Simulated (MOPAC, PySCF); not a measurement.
System: Cl₂Si, singlet: symmetric bend, bond length relaxed. Scanned: Cl-Si-Cl angle. Other coordinates (Si-Cl bond length) were minimised at PBE0/def2-TZVP.

Cartesian coordinates as functions of the variables (Å; names that start with a are angles):
```
Si  0  0  0
Cl  r*sin(a/2)  0  r*cos(a/2)
Cl  -r*sin(a/2)  0  r*cos(a/2)
```

- MP2 on RHF/cc-pVTZ, 15 core orbitals frozen (PySCF)
- CCSD on RHF/cc-pVTZ, 15 core orbitals frozen (PySCF)
- RKS-LDA (SVWN5)/6-31G* = restricted LDA (SVWN5)/6-31G*, spherical d (PySCF)
- RHF/cc-pVTZ (PySCF)
- PM7, restricted, heats of formation (MOPAC)
- CCSD(T) on RHF/cc-pVTZ, 15 core orbitals frozen (PySCF)

Energies in mEh, each method relative to its own lowest point.

```
a / °   MP2  CCSD  RKS-LDA (SVWN5)/6-31G*   RHF   PM7  CCSD(T)
-----  ----  ----  ----------------------  ----  ----  -------
180    70.8  74.7                    58.5  88.5  25.0     69.8
170    68.1  71.7                    56.2  84.8  23.5     67.1
160    60.4  63.2                    49.7  74.3  19.4     59.3
150    48.8  50.6                    40.2  59.1  14.4     47.7
140    35.2  36.1                    29.2  41.9  10.6     34.1
130    21.7  22.0                    18.2  25.5   8.0     20.9
120    10.2  10.2                     8.6  11.9   5.4      9.7
110     2.4   2.3                     1.9   2.8   0.7      2.2
100     0.0   0.0                     0.0   0.0   0.0      0.0
90      5.6   5.8                     5.3   6.3   4.7      5.8
80     23.6  24.4                    22.2  26.7  17.5     23.9
```
